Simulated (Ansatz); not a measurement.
Geometry optimisation, Ansatz 0.2.0, DFT PBE-D3(BJ), scalar-relativistic, plane waves, PAW.

Input file:

```yaml
accuracy: low
crystal:
  lattice:
    - [-2.29, -3.966396, 0.0]
    - [3.435, -1.983198, 0.0]
    - [0.0, 0.0, 7.17686]
  atoms:
    - { symbol: Be, position: [0.75, 0.5, 0.0] }
    - { symbol: Be, position: [0.5, 0.3333333, 0.25] }
    - { symbol: Be, position: [0.75, 0.5, 0.5] }
    - { symbol: Be, position: [0.5, 0.3333333, 0.75] }
    - { symbol: Be, position: [0.5, 0.0, 0.0] }
    - { symbol: Be, position: [0.25, 0.8333333, 0.25] }
    - { symbol: Be, position: [0.5, 0.0, 0.5] }
    - { symbol: Be, position: [0.25, 0.8333333, 0.75] }
    - { symbol: Be, position: [0.25, 0.5, 0.0] }
    - { symbol: Be, position: [0.0, 0.3333333, 0.25] }
    - { symbol: Be, position: [0.25, 0.5, 0.5] }
    - { symbol: Be, position: [0.0, 0.3333333, 0.75] }
    - { symbol: Be, position: [0.0, 0.0, 0.0] }
    - { symbol: Be, position: [0.75, 0.8333333, 0.25] }
    - { symbol: Be, position: [0.0, 0.0, 0.5] }
    - { symbol: Be, position: [0.75, 0.8333333, 0.75] }
    - { symbol: "N", position: [0.2547132, 0.1934462, 0.6222317] }
basis:
  ecutwfc: 420.0
kpoints:
  mp_grid: { grid: [3, 3, 2] }
hamiltonian:
  xc: pbe
  dispersion: d3bj
scf:
  occupations: { method: fermi_dirac, width: 0.15 }
  lower_state_search: "off"
relax:
  f_tol: 0.08
  max_steps: 25
  adjacent_minimum: "off"
```

Command:

```bash
$ ansatz run input.yaml --threads 1 --pin off --max-ram 3072MiB --backend cpu --events-out ev --progress --plain --runs-dir out
```

Where does it end, and by what steps?

It converged. The threshold is loose, so the end isn't yet a minimum. Limits of this set-up: coarse k mesh, odd electron count without spin, low accuracy level. After 4 steps the energy has fallen by 0.708 eV; Be3 moved furthest, 0.15 Å.

```csv
step,energy less start (eV),largest force component (eV/Å),accepted
0,0.0000,2.287,yes
1,-0.5219,1.322,yes
2,-0.6958,0.281,yes
3,-0.7052,0.081,yes
4,-0.7083,0.011,yes
```

```xyz
17
Lattice="-2.2900 -3.9664 0.0000 3.4350 -1.9832 0.0000 0.0000 0.0000 7.1769" Properties=species:S:1:pos:R:3
Be -0.003 -3.966 0.046
Be 0.002 -2.665 1.747
Be 0.122 -4.039 3.531
Be 0.002 -2.689 5.435
Be -1.153 -1.998 0.045
Be 2.308 -2.656 1.736
Be -1.173 -2.009 3.534
Be 2.324 -2.666 5.480
Be 1.137 -1.980 0.056
Be 1.162 -0.654 1.747
Be 1.121 -1.971 3.488
Be 1.183 -0.643 5.435
Be 0.007 0.012 0.045
Be 1.157 -4.636 1.745
Be 0.007 0.035 3.534
Be 1.032 -4.564 5.438
N 0.006 -1.327 4.485
```

Whether the end is a true minimum wasn't checked by a vibrational analysis.

The run took 7.3 s on 1 thread of Intel(R) Xeon(R) Platinum 8488C (Sapphire Rapids) (shared host), peak memory 0.4 GiB.
